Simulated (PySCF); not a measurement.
TeP: from constants to spectrum

UHF-CCSD(T) constants of TeP, ²Π (doublet), unpaired electrons π ↑ (Te x2c-SVPall, P x2c-SVPall; spin-free X2C with a Gaussian nucleus (PySCF 2.14); masses 129.9062 and 30.9738 u):

| Item | Value |
| --- | --- |
| ωe | 446.3 cm⁻¹ |
| ωexe | 1.84 cm⁻¹ |
| Be | 0.129 cm⁻¹ |
| αe | 0.000590 cm⁻¹ |
| De to Te + P | 2.35 eV |

**Question.** What force constant and bond length do these constants imply?

**Answer.** Reduced mass μred = 25.010 u; k = 5.8918×10⁻⁷·μred·ωe² (u, cm⁻¹, mdyn/Å) = 2.94 mdyn/Å; Re = √(16.8576/(μred·Be)) (u, cm⁻¹, Å) = 2.286 Å.

**Question.** Estimate the centrifugal constant D from the Kratzer relation and find the Dunham coefficient a1.

**Answer.** D = 4Be³/ωe² = 4.31e-08 cm⁻¹; a1 = −1 − αeωe/(6Be²) = -3.64.

Correlated steps freeze 23 core orbitals. Correlated levels converge slowly with the basis: in double zeta they bind strong bonds too weakly, by up to about 1 eV, and carry superposition errors of some tenths. Spin–orbit coupling is left out, which matters for elements this heavy, above all for dissociation energies. The state is the lowest determinant that a PBE0 search found; another state may lie lower at other levels.
